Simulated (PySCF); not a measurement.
# Radial density of V(21+) (vanadium, charge +21)

BHandHLYP, 1s2, closed-shell 1S. All numbers are calculated (PySCF 2.14, no relativity, point nucleus, in an uncontracted even-tempered set (15 s from 20 bohr⁻², ratio 2.2; 7 p from 31 bohr⁻², ratio 2.4; 4 d from 93 bohr⁻², ratio 2.4; 3 f from 140 bohr⁻², ratio 2.4; 3 g from 210 bohr⁻², ratio 2.4)).

```json
{"r (bohr)": "0.00115", "4πr²ρ (e/bohr)": "0.1185"}
{"r (bohr)": "0.00193", "4πr²ρ (e/bohr)": "0.3233"}
{"r (bohr)": "0.00325", "4πr²ρ (e/bohr)": "0.8608"}
{"r (bohr)": "0.00547", "4πr²ρ (e/bohr)": "2.200"}
{"r (bohr)": "0.00920", "4πr²ρ (e/bohr)": "5.243"}
{"r (bohr)": "0.0155", "4πr²ρ (e/bohr)": "11.12"}
{"r (bohr)": "0.0260", "4πr²ρ (e/bohr)": "19.42"}
{"r (bohr)": "0.0438", "4πr²ρ (e/bohr)": "24.45"}
{"r (bohr)": "0.0736", "4πr²ρ (e/bohr)": "17.86"}
{"r (bohr)": "0.124", "4πr²ρ (e/bohr)": "5.250"}
{"r (bohr)": "0.208", "4πr²ρ (e/bohr)": "0.3355"}
{"r (bohr)": "0.350", "4πr²ρ (e/bohr)": "0.001639"}
```
